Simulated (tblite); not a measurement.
Species: C4H9FSe.
Bonds: C1–Se2, Se2–C3, C3–C4, C4–C5, C5–F6. Hydrogens: H7, H8, H9 on C1; H10, H11 on C3; H12, H13 on C4; H14, H15 on C5.

Computed with GFN2-xTB (tblite), gas phase: nudged elastic band of 9 images (0 to 8), spring 0.2 eV/Å², climbing image at the end, force threshold 0.05 eV/Å. The top image wasn't refined or checked by frequencies; at this threshold it can lie a kcal/mol or more above the true saddle point of the method.

The band describes a rotation about C3–C4 (sp3 carbon bound to selenium, chain CH2 carbon), followed by the dihedral Se2–C3–C4–C5, from the optimised start (-178°) to a second optimised geometry at -60°.

Question: Give the energy profile along the converged band.

Answer: 
```csv
image,dihedral (°),E (kcal/mol),C3–C4 (Å),Se2···C5 (Å),largest true force (eV/Å)
0,-178,0.00,1.518,4.30,0.01
1,-163,0.25,1.519,4.29,0.05
2,-148,0.95,1.523,4.23,0.05
3,-133,1.69,1.526,4.14,0.04
4,-117,1.91,1.527,4.01,0.03
5,-101,1.32,1.524,3.83,0.04
6,-86,0.24,1.520,3.64,0.05
7,-72,-0.58,1.518,3.47,0.04
8,-60,-0.74,1.518,3.34,0.01
```

Barriers of this band. The top is image 4 at -117°: 1.91 kcal/mol forward and 2.65 kcal/mol back; the end lies 0.74 kcal/mol below the start. The central bond is 0.009 Å longer at the top than at the start.

Question: What rate follows at 298 K for crossing this barrier forward?

Answer: Taking the electronic barrier for the free energy of activation (no zero-point or entropy terms, transmission 1), rate = (kT/h)·exp(−ΔE/kT) ≈ 2 × 10^11 s⁻¹, whose inverse is 4 × 10^-12 s. An error of 1 kcal/mol in the barrier changes this by a factor of 5, and the method and the loose band can each miss by that much or more. The barrier is only 3.2 kT, where transition-state theory is rough.

Question: How would the two end points share their population at 298 K, from these energies alone?

Answer: exp(−ΔE/kT) with ΔE = 0.032 eV gives 0.29 for the higher one (start) against 1 for the lower, without vibrational, rotational or degeneracy terms. GFN2-xTB can put conformers this close in the wrong order.

Question: How long is the path, and how are the images spaced?

Answer: Cartesian distances between aligned neighbours (all atoms, Å): 0.74, 0.73, 0.72, 0.71, 0.74, 0.74, 0.74, 0.74; the sum is 5.85 Å, and the top lies 49 % of the way along.

What follows is the cost of the whole band run. On INTEL XEON PLATINUM 8581C at 2.30 GHz, one thread, shared host, this took 1.9 s of wall time and 0.18 GiB of memory at its peak.
